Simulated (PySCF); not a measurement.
hypoboric acid (B₂H₄O₄), SMILES OB(O)B(O)O. Coordinates come from a B3LYP-D3(BJ)/def2-SVP optimisation. Other conformers were not sampled.

Computed equilibrium geometry at B3LYP-D3(BJ)/def2-SVP (PySCF confirms it by a frequency run) as bond lengths and angles, and its point group (one conformer of several):
point group Cs.
Atoms: B1 O2 O3 B4 O5 O6 H7 H8 H9 H10. Bond lengths (Å): B1–O2 1.363, B1–O3 1.377, B1–B4 1.722, O2–H7 0.967, O3–H8 0.967, B4–O5 1.371, B4–O6 1.360, O5–H9 0.966, O6–H10 0.969. Angles (°): O2–B1–O3 123.0, O2–B1–B4 122.4, O3–B1–B4 114.6, B1–O2–H7 115.6, B1–O3–H8 116.2, B1–B4–O5 119.2, B1–B4–O6 122.7, O5–B4–O6 118.1, B4–O5–H9 110.6, B4–O6–H10 111.2.
